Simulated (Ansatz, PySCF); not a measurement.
Reaction (SMILES): Cl[Si](Cl)(Br)Br + 4 [H][H] (H2) → 2 Br (HBr) + 2 Cl (HCl) + [SiH4] (SiH4)
Each molecule is optimised on its own at B3LYP-D3(BJ)/def2-TZVP (Ansatz, a first-principles code). Frequencies are from Ansatz or PySCF.

Property: energy of full hydrogenation (enthalpy at 298 K, with B3LYP-D3(BJ) rigid-rotor harmonic-oscillator terms), in eV. Correlated levels leave the core frozen unless marked. No spin-orbit coupling. Frozen are the shells of the preceding noble gas and the d and f shells that filled before the atom's block. No relativistic terms. CBS marks a two-point X^-3 extrapolation of the correlation energy; Hartree-Fock from the larger set.

CCSD(T)/CBS(def2-TZVPPD,def2-QZVPPD) (Ansatz) gives 3.16 eV.

Task: Another calculation gave 2.90 eV. Which level was it?
A) PBE0/def2-TZVPD (Ansatz)
B) B3LYP/def2-TZVPD (Ansatz)
C) PBE-QIDH/def2-TZVPD (Ansatz)
D) B97M-V/def2-TZVPD (Ansatz)

Result: A, PBE0/def2-TZVPD (Ansatz). The others give 3.19 (PBE-QIDH), 3.04 (B97M-V), 2.67 (B3LYP) eV.
